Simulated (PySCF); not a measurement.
## Simulated absorption spectrum

Compound: C6H4N2.
SMILES: `N#Cc1ccccn1`

Method: TDDFT wB97X-D/def2-SVPD, vertical, gas phase, core orbitals frozen in the response in PySCF. Isolated species at its GFN2-xTB geometry, gas phase.

Computed states:

```csv
state,E (eV),f
S1,4.76,0.0015
S2,5.37,0.0020
S3,5.42,0.109
S4,5.98,0.167
S5,6.65,0.0000
S6,7.08,0.406
S7,7.28,0.375
S8,7.56,0.0002
```

Broadening: Gaussians 0.4 eV wide at half height, area fixed by f = 4.319×10⁻⁹ ∫ε dν̃. The width is an assumption, not a result. The curve ends short of the highest state used, and states not computed would add to its high-energy end.

(1) What does the envelope look like, and where are its maxima?

(2) On this curve, what absorbance would a 10⁻³ mol/L sample give at 280 nm over a 1 cm path?

(3) Coming from long wavelengths, where does ε first pass 100 L mol⁻¹ cm⁻¹?

Answers

(1) 
E (eV), ε (L mol⁻¹ cm⁻¹) and a bar:
```
     4.16          0 
     4.21          1 
     4.27          2 
     4.32          3 
     4.37          7 
     4.42         13 
     4.47         23 
     4.52         37 
     4.57         54 
     4.62         73 
     4.67         90 
     4.72        102 
     4.77        109 
     4.83        115 
     4.88        131 
     4.93        183 
     4.98        312 
     5.03        575 #
     5.08       1042 #
     5.13       1773 ##
     5.18       2790 ###
     5.23       4039 #####
     5.28       5368 ######
     5.33       6547 ########
     5.39       7427 #########
     5.44       7530 #########
     5.49       7070 ########
     5.54       6238 #######
     5.59       5351 ######
     5.64       4759 #####
     5.69       4740 #####
     5.74       5419 ######
     5.79       6718 ########
     5.84       8363 ##########
     5.90      10206 ############
     5.95      11130 #############
     6.00      11189 #############
     6.05      10335 ############
     6.10       8761 ##########
     6.15       6812 ########
     6.20       4857 ######
     6.25       3177 ####
     6.30       1906 ##
     6.35       1050 #
     6.40        538 #
     6.46        244 
     6.51        190 
     6.56        300 
     6.61        642 #
     6.66       1372 ##
     6.71       2732 ###
     6.76       5019 ######
     6.81       8504 ##########
     6.86      13316 ###############
     6.91      19316 ######################
     6.96      26037 ##############################
```

Maxima: 229 nm (5.42 eV), ε about 7600, made up of S3 (98%); 207 nm (5.98 eV), ε about 11000, made up of S4 (100%) (ε in L mol⁻¹ cm⁻¹; maxima over ε = 5, shares over 10%). At its high-energy end, 6.96 eV, the curve is still rising (ε about 26000, from S6 and S7).

(2) 280 nm is 4.428 eV, where ε is about 15 L mol⁻¹ cm⁻¹, so A = ε c l ≈ 0.015 (Beer–Lambert, with the gas-phase spectrum and the assumed width).

(3) At about 263 nm (4.71 eV), 0.05 eV below S1.
